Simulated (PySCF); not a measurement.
Geometry (Å), atoms numbered from 1 in this order:
```xyz
13

Si    2.192    0.406   -0.264
N     0.824   -0.561   -0.749
C    -0.372   -0.428   -0.377
C    -1.628   -1.146   -0.678
C    -2.343   -0.342    0.140
C    -1.169    0.516    0.569
H     3.200   -0.490    0.373
H     1.853    1.508    0.701
H     2.794    1.014   -1.486
H    -1.869   -1.997   -1.317
H    -3.400   -0.308    0.411
H    -1.197    1.574    0.259
H    -0.884    0.464    1.633
```

Geometry: PBE0-D3(BJ)/def2-SVP; GIAO shifts from PySCF 2.14.0 with density-fitted response routines, gas phase, non-relativistic, averaged over equivalent atoms.

At PBE0/def2-SVP (123 basis functions, 9.3 s wall time on 1 thread of an Arm Neoverse V1, shared host):
| atoms | δ (ppm) |
| --- | --- |
| Si1 | -64.3 |
| N2 | 306.5 |
| C3 | 170.6 |
| C5 | 155.9 |
| C4 | 141.2 |
| C6 | 42.5 |
| H11 | 7.73 |
| H10 | 6.18 |
| H7/H8/H9 | 4.82 |
| H12/H13 | 2.88 |

References, each an isolated molecule treated in the same way: $^{29}$Si (407.17 ppm), $^{13}$C (193.72 ppm), $^{1}$H (31.34 ppm) against TMS; NH3 for $^{15}$N (269.84 ppm).

Question: Estimate the result of repeating the calculation with PBE0/def2-TZVP.

Answer: 
```csv
atoms,δ at PBE0/def2-TZVP,change
Si1,-65.5,-1.2
N2,321.7,+15.2
C3,180.1,+9.5
C5,164.8,+8.9
C4,148.9,+7.7
C6,47.0,+4.5
H11,8.07,+0.34
H10,6.44,+0.26
H7/H8/H9,5.15,+0.33
H12/H13,3.16,+0.28
```

Scale: $^{29}$Si (331.56 ppm) and $^{13}$C (186.65 ppm) and $^{1}$H (31.48 ppm) vs TMS; $^{15}$N (265.93 ppm) vs NH3 (reference shieldings calculated alike).

The largest change is at N2 (imine nitrogen). Cost: 234 basis functions, 26 s wall time on 1 thread of an Arm Neoverse V1, shared host. The order of the carbon signals is the same at both levels.

Experimental scales use liquid or dissolved standards, which lie at an offset from isolated NH3 (liquid NH3: subtract about 20 ppm). Unscaled 15N shifts of sp2 nitrogen often come out too high even then, by a few to some tens of ppm.
